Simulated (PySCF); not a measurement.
Some computed properties have been withheld. Give your best values.

Species: SiH3PHPF2, F₂H₄P₂Si.
Numbering: `[F:1][P:2]([F:3])[PH:4][SiH3:5]` (hydrogens: H6 on P4; H7, H8, H9 on Si5)

Conformer (atom-mapped SMILES and torsion angles): `[F:1][P:2]([F:3])[PH:4][SiH3:5]`: F1–P2–P4–Si5 165°.

| property | level | value |
| --- | --- | --- |
| point group | PBE0-D3(BJ)/def2-TZVP | ? |
| rotational constants A, B, C | PBE0-D3(BJ)/def2-TZVP | ? |
| dipole moment | PBE0/pcSseg-2 | ? |
| HOMO energy | PBE0/pcSseg-2 | -7.29 eV |
| LUMO energy | PBE0/pcSseg-2 | ? |
| 1H chemical shifts (computed TMS as zero) by class | GIAO PBE0/pcSseg-2 | ? |
| isotropic shieldings of nuclei other than C and H, by class | GIAO PBE0/pcSseg-2 | ? |

The electronic properties come from PySCF, for the isolated species, density fitting. One conformer (not necessarily the lowest) at the PBE0-D3(BJ)/def2-TZVP geometry, without solvent or vibrations. NMR classes are plain means over equivalent atoms (diastereotopic ones count apart unless rotation or inversion swaps them), as if these changed places fast; in this geometry the members of some classes differ.

(1) What is the point group?

(2) Give the isotropic shieldings of nuclei other than C and H, by class.

(3) Give the rotational constants A, B, C.

(4) The dipole moment?

(5) Give the 1H chemical shifts (computed TMS as zero) by class.

(6) What is the LUMO energy?

Results:

(1) C1.

(2) 265 (F1/F3), 432 (Si5), 6 (P2), 497 (P4) ppm.

(3) 4.458, 1.506, 1.251 GHz.

(4) 2.05 D.

(5) 4.24 (H7/H8/H9), 2.29 (H6) ppm.

(6) -0.99 eV.

With B = h/(8π²I), that is 505.379 GHz u Å² over I, the principal moments of inertia are 113.4, 335.5 and 404.0 u Å² (most abundant isotopes). The rotational constants make it an asymmetric top with κ = (2B − A − C)/(A − C) = -0.84, nearer the prolate limit (−1). The dipole matches unit charges of opposite sign 0.43 Å apart (1 e·Å = 4.8032 D).

For the geometry optimisation (PBE0-D3(BJ)/def2-TZVP), time: 2.0 min of wall time; peak memory 0.89 GiB. Hardware: an Arm Neoverse V1 with one thread, no GPU, shared host.
